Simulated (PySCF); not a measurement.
C3H8Si, charge +1, multiplicity 2. Atoms are numbered in the order given.

```xyz
12

C      0.0000     0.0000     1.5383
C      0.0000     1.1028     0.4772
Si     0.0000     0.0000    -1.2060
C      0.0000    -1.1028     0.4772
H     -0.8954     0.0000     2.1708
H      0.8954     0.0000     2.1708
H     -0.9378     1.6759     0.3886
H      0.9378     1.6759     0.3886
H      1.2547     0.0000    -1.9843
H     -1.2547     0.0000    -1.9843
H     -0.9378    -1.6759     0.3886
H      0.9378    -1.6759     0.3886
```
Charge +1, spin multiplicity 2.

Geometry optimised at B3LYP-D3(BJ)/def2-SVP. The geometry has at least one imaginary mode, so it is a saddle point at that level. The multiplicity is an assumed one; no other spin state was optimised.

The numbers are results of TDA-B3LYP/def2-SVPD (PySCF), not measurements.

Vertical excitations. The molecule is in vacuum.

Computed UV-visible absorptions:
```tsv
state	energy (eV)	λ (nm)	f	main pairs
root 1	2.62	473	0.018	β HOMO→LUMO 98 %
root 2	3.12	397	0.000	β HOMO−1→LUMO 99 %
root 3	3.92	316	0.010	β HOMO−3→LUMO 98 %
root 4	4.08	304	0.000	β HOMO−2→LUMO 99 %
root 5	5.19	239	0.005	β HOMO−4→LUMO 99 %
root 6	5.52	225	0.059	α HOMO→LUMO 96 %
root 7	6.08	204	0.033	β HOMO−5→LUMO 89 %
root 8	6.74	184	0.000	α HOMO−1→LUMO 52 %, β HOMO→LUMO+1 39 %
root 9	6.91	179	0.000	α HOMO→LUMO+1 96 %
root 10	7.02	177	0.000	α HOMO−2→LUMO 22 %, β HOMO−6→LUMO 70 %
```
Unrestricted roots are not spin-pure.
